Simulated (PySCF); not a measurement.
**Whose spectrum? (electrolyte solvent and additive)**

All values: TDA B3LYP/6-31G*, gas phase, PySCF SCF with an in-house response code, fitting set def2-universal-JFIT up to Ne and JKFIT beyond, grid level 1 (kernel 0), vertical, one conformer each, geometries GFN2-xTB; core orbitals frozen in the response, virtual orbitals above 1.5 Eh left out. The lowest 6 singlets were sought, and the brightest is taken among them. The runs took 0.8 to 2 CPU minutes each on shared server CPUs.

Some members have dark charge-transfer states, which this functional places too low. Without diffuse functions Rydberg states are missing, so unbound LUMOs, wide gaps and states within about 2 eV of the ionisation energy come out too high, and electron affinities are rough.

One system has its HOMO at -6.76 eV, its LUMO at 2.17 eV and these singlet states:

```csv
state,eV,f
S1,8.02,0.047
S2,8.09,0.018
S3,8.10,0.037
S4,8.28,0.009
S5,8.40,0.076
S6,8.51,0.030
```

Which is it?
A. C#CCOB(OCCOC)OCCOC (C9H17BO5)
B. COCCOB(OCCC#N)OCCOC (C9H18BNO5)
C. C=CCOB(OCCOC)OCCOC (C9H19BO5)
D. COCCOB(OCCOC)OCCOC (C9H21BO6)

D.

How do the candidates compare?


```json
{"system": "C#CCOB(OCCOC)OCCOC", "HOMO / eV": "-6.71", "LUMO / eV": "1.02", "S1 / eV": "6.48", "f(S1)": "0.001", "brightest state sought / eV": "7.80"}
{"system": "C=CCOB(OCCOC)OCCOC", "HOMO / eV": "-6.81", "LUMO / eV": "0.88", "S1 / eV": "7.19", "f(S1)": "0.001", "brightest state sought / eV": "8.03"}
{"system": "COCCOB(OCCC#N)OCCOC", "HOMO / eV": "-7.00", "LUMO / eV": "1.02", "S1 / eV": "7.60", "f(S1)": "0.000", "brightest state sought / eV": "8.16"}
{"system": "COCCOB(OCCOC)OCCOC", "HOMO / eV": "-6.76", "LUMO / eV": "2.17", "S1 / eV": "8.02", "f(S1)": "0.047", "brightest state sought / eV": "8.40"}
```
